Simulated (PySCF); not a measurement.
Computed properties of CH9OSbSi2, SMILES C[O][Sb]([SiH3])[SiH3]

Sb(OMe)(SiH3)2 (CH₉OSbSi₂), SMILES C[O][Sb]([SiH3])[SiH3]. Geometry optimised at r2SCAN-D4/def2-SVP. The def2 effective core potentials stand for the cores of Sb; spin–orbit coupling is left out. The values are those of a single conformer. All values are computed for the isolated molecule unless a solvent is named; none is compared with measurement here.

**Structure.** All 36 harmonic modes at r2SCAN-D4/def2-SVP (PySCF) are real, so it is a minimum. With heavy atoms numbered as in [Sb:1]([O:2][CH3:3])([SiH3:7])[SiH3:11], the shortest bond between them is O2–C3 at 1.403 Å and the longest Sb1–Si11 at 2.609 Å.

**Vibrations.** The strongest infrared lines (harmonic, unscaled, degenerate partners summed) lie at 823 cm⁻¹ (373 km/mol, H 92 %, Si 8 %), 859 cm⁻¹ (244 km/mol, H 91 %, Si 9 %), 1101 cm⁻¹ (188 km/mol, O 50 %, C 45 %). The softest mode is at 47 cm⁻¹ and the zero-point energy is 56.6 kcal/mol.

**Electronic structure.** ωB97X/def2-TZVP (PySCF) places the frontier levels at -8.84 and 0.32 eV, a gap of 9.16 eV, and gives a dipole moment of 1.25 D and a mean polarisability of 121.0 bohr³. PBE/def2-TZVP (PySCF) at the same geometry gives -5.58 and -2.42 eV, so its gap is 6.00 eV narrower. An orbital gap is neither the optical nor the fundamental gap.

**Excitations.** TDDFT-PBE0/def2-SVPD (PySCF) has S1 at 3.80 eV (326 nm, f = 0.009, weak); the most intense of the 10 singlets computed lies at 6.53 eV (f = 0.21). T1 (TDA) is at 3.18 eV. TDDFT-PBE/def2-SVPD (PySCF) puts S1 at 3.43 eV. No vertical singlet excitation falls in the visible range (under 3.1 eV).
